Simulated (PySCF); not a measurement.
Ionisation energy of Co+ by level of theory

Co+ [Ar] 3d8 (3F) → Co(2+) [Ar] 3d7 (4F), as a difference of total energies. Calculation: PySCF 2.14, in def2-TZVPPD; the non-relativistic Hamiltonian (point nucleus). Correlated levels: valence and next inner shell: [Ne] frozen. The calculations carry no spin-orbit coupling.

```json
{"method": "UHF", "ionisation energy (eV)": "14.352", "plus first-order spin-orbit estimate": "14.342", "difference from reference of that sum (eV)": "-2.742"}
{"method": "MP2 (valence and next inner shell)", "ionisation energy (eV)": "17.656", "plus first-order spin-orbit estimate": "17.646", "difference from reference of that sum (eV)": "+0.562"}
{"method": "SCS-MP2 (valence and next inner shell)", "ionisation energy (eV)": "17.354", "plus first-order spin-orbit estimate": "17.343", "difference from reference of that sum (eV)": "+0.259"}
{"method": "CCSD (valence and next inner shell)", "ionisation energy (eV)": "16.743", "plus first-order spin-orbit estimate": "16.733", "difference from reference of that sum (eV)": "-0.351"}
{"method": "CCSD(T) (valence and next inner shell)", "ionisation energy (eV)": "16.891", "plus first-order spin-orbit estimate": "16.881", "difference from reference of that sum (eV)": "-0.203"}
```

Reference: 17.084 eV (measured; NIST Atomic Spectra Database, ionization energies).

A first-order spin-orbit estimate (lowest level to lowest level, LS coupling) adds -0.010 eV.

These non-relativistic numbers lack the scalar-relativistic shift.

Errors of the correlated levels include the incompleteness of this basis and the frozen core.
